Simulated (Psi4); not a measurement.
Pair of molecules, SMILES CO with SMILES CCC (the first has 6 atoms); geometry from B3LYP-D3(BJ)/def2-TZVP, rigid monomers moved along the line of their centres of mass till H6···C7 is 2.41 Å.
(charge 0, multiplicity 1):
```xyz
17

C      0.484     0.243    -0.280
O     -0.514    -0.518     0.383
H      0.752     1.147     0.279
H      0.068     0.543    -1.241
H      1.393    -0.340    -0.464
H     -0.174    -0.796     1.240
C     -0.303    -1.283     3.594
C     -0.024     0.082     4.218
C      0.336     1.144     3.182
H     -0.535    -2.034     4.351
H     -1.155    -1.236     2.910
H      0.566    -1.644     3.036
H      0.788    -0.009     4.945
H     -0.903     0.407     4.782
H      0.518     2.114     3.649
H      1.243     0.867     2.637
H     -0.466     1.269     2.451
```

Calculation: SAPT0/jun-cc-pV(D+d)Z (Psi4).

### Question
Which attractive term is largest, and how does the interaction split up?

### Answer
electrostatics -111.3, exchange 288.9, induction -47.4, dispersion -130.7, total -0.5 meV; the largest attraction is dispersion.
